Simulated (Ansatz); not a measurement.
H₂Cl₃NTi, singlet, at a GFN2-xTB geometry (such geometries of metal compounds can be far from the true shape). Base run: PBE0/3-21G (Ansatz, a first-principles code).

Ansatz was given this input:
Ansatz 0.2 input:
```yaml
crystal:
  periodic: [false, false, false]
  atoms:
    - {symbol: Ti, position_ang: [-0.13937091, -0.24600478, -0.03069779]}
    - {symbol: Cl, position_ang: [1.81546559, -0.40073557, -0.86150818]}
    - {symbol: Cl, position_ang: [0.06558105, 0.32640835, 2.01346250]}
    - {symbol: Cl, position_ang: [-1.09675410, 1.40177927, -0.99077141]}
    - {symbol: N, position_ang: [-1.07131466, -1.79322522, -0.21542631]}
    - {symbol: H, position_ang: [-0.79360286, -2.60218848, -0.77409091]}
    - {symbol: H, position_ang: [-1.97400768, -1.99981506, 0.21731681]}
basis:
  gaussian:
    orbitals: 3-21G.json
hamiltonian:
  xc: pbe0
```
The basis file holds 3-21G in the JSON format of the Basis Set Exchange.

Variants of this job, named by their change:

```tsv
change	basis functions	E (Eh)	core-seconds (rough)
base	81	-2274.51575	6
basis = STO-3G	[?]	[?]	3
basis = 6-31G	81	-2285.37109	8
basis = pc-1	109	[?]	9
basis = pcseg-1	109	-2285.35759	8
basis = cc-pVDZ	121	-2285.57696	10
basis = cc-pV(D+d)Z	136	-2285.57908	20
basis = aug-pcseg-1	[?]	[?]	10
basis = aug-cc-pVDZ	181	-2285.59238	20
basis = def2-TZVP	199	-2285.60692	20
basis = pcseg-2	216	[?]	20
basis = pc-2	216	-2285.65123	20
basis = cc-pV(T+d)Z	243	-2285.64783	20
```

**Question.** Complete the blanks.

**Answer.** 
- basis = STO-3G, basis functions: 52
- basis = STO-3G, E (Eh): -2261.24464
- basis = pc-1, E (Eh): -2285.47418
- basis = aug-pcseg-1, basis functions: 169
- basis = aug-pcseg-1, E (Eh): -2285.37627
- basis = pcseg-2, E (Eh): -2285.64565

Totals compare only among sets that treat the same electrons; sets with core potentials leave the core out.
